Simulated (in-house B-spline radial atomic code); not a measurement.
What moves the levels of Cs⁺ ([Kr] 4d10 5s2 5p6)? Method: Dirac-Hartree-Fock, average of configuration, Fermi nucleus of rms radius 4.8041 fm. Calculated with a radial B-spline atomic code at the basis-set limit.

Baseline run (computed): total energy -7786.6464 hartree, 1s1/2 at -1330.119 hartree, 5p3/2 at -22.867 eV with <r> = 2.107 bohr.

Scaling the speed of light c (a factor of 100 is close to the non-relativistic limit):

```tsv
c/c0	ΔE (hartree)	5p3/2 level (eV)	5p3/2 <r> (bohr)
0.9	-60.569	-22.7352	2.109
0.98	-10.464	-22.8441	2.107
1.02	9.7858	-22.888	2.107
1.2	75.264	-23.0298	2.105
100	232.93	-23.3681	2.102
```

Changing the nucleus:

```json
{"nucleus": "Gaussian nucleus of rms radius 4.8041 fm", "ΔE (eV)": "-0.0325"}
{"nucleus": "uniform spherical nucleus of rms radius 4.8041 fm", "ΔE (eV)": "0.0109"}
{"nucleus": "Fermi nucleus of rms radius 4.708 fm", "ΔE (eV)": "-0.292"}
{"nucleus": "Fermi nucleus of rms radius 4.9002 fm", "ΔE (eV)": "0.297"}
```

A larger nucleus binds the electrons less, roughly as the density at the nucleus times the change of the nuclear <r²>. At equal rms radius the shape enters only through higher moments.

Task: The nuclear charge is raised by 0.1. What does the Hellmann-Feynman theorem predict for the energy, and what is found?

Result: dE/dZ ≈ -Σ<1/r>, which is -344.128 at the start and -345.004 at the end; their mean times 0.1 is -34.457 hartree, and the two runs differ by -34.456 hartree.
